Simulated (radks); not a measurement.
The numbers below are computed, except where a source is named.
Coulomb parameter of the 4f shell of the samarium ion Sm+ in the model configuration [Xe] 4f6 6s1, as a second difference U = [E(n + 0.25) + E(n - 0.25) - 2 E(n)] / (0.25)^2 with all orbitals relaxed. "Bare": the charge of the atom changes with n. "Screened": the 6s shell takes up the change at fixed total charge, which measures U(4f,4f) + U(6s,6s) - 2 U(4f,6s). Code: a radial shooting solver on a logarithmic mesh with Libxc functionals. Model: scalar-relativistic Kohn-Sham, r2SCAN, spin-unpolarised, spherical densities, finite nucleus; meta-GGA in the generalised Kohn-Sham scheme; Fermi nuclear charge, rms radius 5.0819 fm.

case,configuration,E - E(n) (eV)
start,[Xe] 4f6 6s1,0.000
bare +0.25,[Xe] 4f6.25 6s1,-1.664
bare -0.25,[Xe] 4f5.75 6s1,2.515
screened +0.25,[Xe] 4f6.25 6s0.75,0.150
screened -0.25,[Xe] 4f5.75 6s1.25,0.178

U(bare) = 13.616 eV, U(screened by 6s) = 5.249 eV, against the Slater integral F0(4f,4f) = 25.790 eV with frozen orbitals.
